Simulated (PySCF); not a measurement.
Exercise with solution: chemical shift, span and skew from a shielding tensor

Al(Br)(Me)(OMe) (C2H6AlBrO), SMILES C[O][Al]([CH3])[Br]. Atoms are numbered in the order given.

```xyz
11

Al     0.6526    -0.5763     0.0000
Br    -0.3976     1.4430     0.0000
C      2.5840    -0.7223     0.0000
H      2.9069    -1.7750     0.0000
H      3.0138    -0.2255     0.8858
H      3.0138    -0.2255    -0.8858
O     -0.3290    -1.9552     0.0000
C     -1.6912    -2.2780     0.0000
H     -1.9436    -2.8802     0.8911
H     -2.3389    -1.3815     0.0000
H     -1.9436    -2.8802    -0.8911
```
Charge 0, spin multiplicity 1.

Geometry optimised at B3LYP-D3(BJ)/def2-SVP. Other conformers were not sampled.

GIAO shieldings from HF/pcSseg-1 (PySCF), non-relativistic, no solvent. The symmetric part of the tensor of C8 has the principal values 116.3, 121.4, 186.4 ppm. The same nucleus in TMS has σ = 192.6 ppm at this level (PySCF, at its B3LYP-D3(BJ)/def2-TZVP geometry). Without spin–orbit terms, shifts of atoms bonded to Cl or Br come out too high.

Question: Work out the isotropic shielding, the ¹³C shift against TMS, the span and the skew.

Answer: 
σ(iso) = (σ11 + σ22 + σ33)/3 = 141.4 ppm. δ = σ(ref) − σ(iso) = 192.6 − (141.4) = 51.2 ppm.
Span Ω = σ33 − σ11 = 70.1 ppm. Skew κ = 3(σ(iso) − σ22)/Ω = 0.85. Tumbling in solution averages the tensor to δ; in a static solid the shielding alone would spread this spin-1/2 line over Ω.
